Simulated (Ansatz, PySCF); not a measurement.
Sb(Me)3 (C3H9Sb), SMILES [CH3][Sb]([CH3])[CH3]. Atoms are numbered in the order given.

```xyz
13

Sb     0.0155     0.0082     0.4259
C      0.1894    -1.8503    -0.7245
H     -0.6203    -2.5390    -0.4414
H      1.1547    -2.3314    -0.5080
H      0.1233    -1.6304    -1.8002
C      1.4610     1.0903    -0.8179
H      2.4779     0.7297    -0.6036
H      1.4124     2.1659    -0.5925
H      1.2321     0.9286    -1.8816
C     -1.7211     0.7235    -0.7055
H     -2.6121     0.1433    -0.4236
H     -1.5362     0.6094    -1.7838
H     -1.9024     1.7839    -0.4756
```
Charge 0, spin multiplicity 1.

Geometry optimised at B3LYP-D3(BJ)/def2-SVP. The isomer is the one that the SMILES or the coordinates give; other isomers of the formula were not compared. The def2 effective core potentials stand for the cores of Sb; spin–orbit coupling is left out.

Two levels are set side by side: PBE-D3(BJ)/def2-SVP (Ansatz, a program for electronic structure) and B3LYP-D3(BJ)/def2-SVP (Ansatz). Each level has its own optimised geometry; the coordinates shown are those of the second. Frequencies come from the Hessian of PySCF at each geometry. Differences are taken from unrounded values.

```csv
quantity,B3LYP-D3(BJ)
mean bond length (Å),1.373
bond Sb1–C2 (Å),2.193
bond Sb1–C6 (Å),2.193
bond Sb1–C10 (Å),2.193
bond C2–H3 (Å),1.100
bond C2–H4 (Å),1.100
bond C2–H5 (Å),1.100
bond C6–H7 (Å),1.100
bond C6–H8 (Å),1.100
bond C6–H9 (Å),1.100
bond C10–H11 (Å),1.100
bond C10–H12 (Å),1.100
bond C10–H13 (Å),1.100
highest harmonic wavenumber (cm⁻¹),3147
mean harmonic wavenumber (cm⁻¹),1431
zero-point energy (kcal/mol),67.52
```

**Question.** What does PBE-D3(BJ) give, and how far is it from B3LYP-D3(BJ)? (Estimate from the structure and the level; the computed values follow.)

**Answer.** 
| quantity | PBE-D3(BJ) | PBE-D3(BJ) minus B3LYP-D3(BJ) |
|---|---|---|
| mean bond length (Å) | 1.380 | 0.006 |
| bond Sb1–C2 (Å) | 2.196 | 0.004 |
| bond Sb1–C6 (Å) | 2.196 | 0.004 |
| bond Sb1–C10 (Å) | 2.196 | 0.004 |
| bond C2–H3 (Å) | 1.107 | 0.007 |
| bond C2–H4 (Å) | 1.107 | 0.007 |
| bond C2–H5 (Å) | 1.108 | 0.008 |
| bond C6–H7 (Å) | 1.107 | 0.007 |
| bond C6–H8 (Å) | 1.107 | 0.007 |
| bond C6–H9 (Å) | 1.108 | 0.008 |
| bond C10–H11 (Å) | 1.107 | 0.007 |
| bond C10–H12 (Å) | 1.108 | 0.008 |
| bond C10–H13 (Å) | 1.107 | 0.007 |
| highest harmonic wavenumber (cm⁻¹) | 3097 | -50 |
| mean harmonic wavenumber (cm⁻¹) | 1396 | -35 |
| zero-point energy (kcal/mol) | 65.86 | -1.66 |

Exact exchange shortens and stiffens bonds; PBE has none. Differences between two approximate levels are no errors against the true value.
